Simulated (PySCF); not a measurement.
C2H9ClOSi2.
SMILES with atom numbers: `[CH3:1][SiH2:2][O:3][SiH2:4][CH2:5][Cl:6]` (hydrogens: H7, H8, H9 on C1; H10, H11 on Si2; H12, H13 on Si4; H14, H15 on C5)

Computed, not measured: core-valence-separated Tamm–Dancoff BHandHLYP/aug-pcX-1 (pcseg-1 on H, def2-SVPD on Si, def2-SVPD on Cl) in PySCF, non-relativistic, gas phase, PBE0-D3(BJ)/def2-SVP geometry. BHandHLYP without relativity tends to put these K edges a few eV too low, so spacings mean more than positions.

**Question.** Give energies, oscillator strengths and core holes at the C K edge.

**Answer.** 
```json
{"E (eV)": "284.33", "f": "0.0616", "core hole on": "C5", "main final orbital": "LUMO (34 %)"}
{"E (eV)": "285.10", "f": "0.0044", "core hole on": "C1", "main final orbital": "LUMO+1 (42 %)"}
{"E (eV)": "285.70", "f": "0.0200", "core hole on": "C1", "main final orbital": "LUMO+2 (33 %)"}
{"E (eV)": "285.98", "f": "0.0392", "core hole on": "C1", "main final orbital": "spread (2 roots, f summed)"}
{"E (eV)": "286.59", "f": "0.0122", "core hole on": "C1", "main final orbital": "LUMO (46 %)"}
{"E (eV)": "286.66", "f": "0.0118", "core hole on": "C1", "main final orbital": "LUMO+5 (35 %)"}
{"E (eV)": "286.79", "f": "0.0123", "core hole on": "C5", "main final orbital": "LUMO (36 %)"}
{"E (eV)": "286.85", "f": "0.0085", "core hole on": "C1", "main final orbital": "LUMO+10 (35 %)"}
{"E (eV)": "287.18", "f": "0.0005", "core hole on": "C1", "main final orbital": "spread"}
```

The first line with a tenth or more of the strongest one's intensity is at 284.33 eV (f = 0.062), with the hole on C5 (sp3 C–Cl carbon). It is also the strongest listed.

**Question.** Give energies, oscillator strengths and core holes at the O K edge.

**Answer.** 
```tsv
E (eV)	f	core hole on	main final orbital
532.46	0.0024	O3	LUMO+2 (47 %)
533.42	0.0141	O3	LUMO (52 %)
533.91	0.0152	O3	spread
534.13	0.0118	O3	spread
534.18	0.0158	O3	spread
534.48	0.0030	O3	LUMO+3 (36 %)
534.88	0.0040	O3	spread
```

The first line with a tenth or more of the strongest one's intensity is at 532.46 eV (f = 0.002), with the hole on O3 (siloxane oxygen). The strongest listed is at 534.18 eV (f = 0.016; O3).

Roots within 0.03 eV whose holes lie on the same, on equivalent or on shared atoms are summed into one line, and the highest roots are left out, as the search may have cut off their partners. Final orbitals are the ground state's empty Kohn–Sham orbitals.

**Question.** What are the wavelength and the wavenumber of the 284.33 eV line?

**Answer.** λ = 12398.42 eV Å/284.33 eV = 43.606 Å; 2.2933 × 10⁶ cm⁻¹.

The ionisation thresholds weren't computed; near and above them a finite basis only mimics Rydberg series and continuum.

On one thread of an Arm Neoverse N1, shared host, this took 31 s wall and 0.85 GiB of memory at its peak.

The values belong to the conformer `[CH3:1][SiH2:2][O:3][SiH2:4][CH2:5][Cl:6]`: C1–Si2–O3–Si4 -52°, Si2–O3–Si4–C5 -47°, O3–Si4–C5–Cl6 59°.
